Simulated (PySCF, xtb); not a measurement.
OSc, SMILES [O]=[Sc] (connectivity only; charge and spin as stated), neutral, multiplicity 2.

Harmonic wavenumbers (cm⁻¹) from GFN2-xTB (xtb 6.7.1) at its own minimum, in rising order: 617.

Q: What does B3LYP-D3(BJ)/def2-TZVPD in PySCF give at its own minimum? (An estimate is asked for; the answer gives what the named calculation found.)

A: 1001. Paired by order, the mean absolute difference is 384 cm⁻¹ and the zero-point energies are 0.9 and 1.4 kcal/mol.
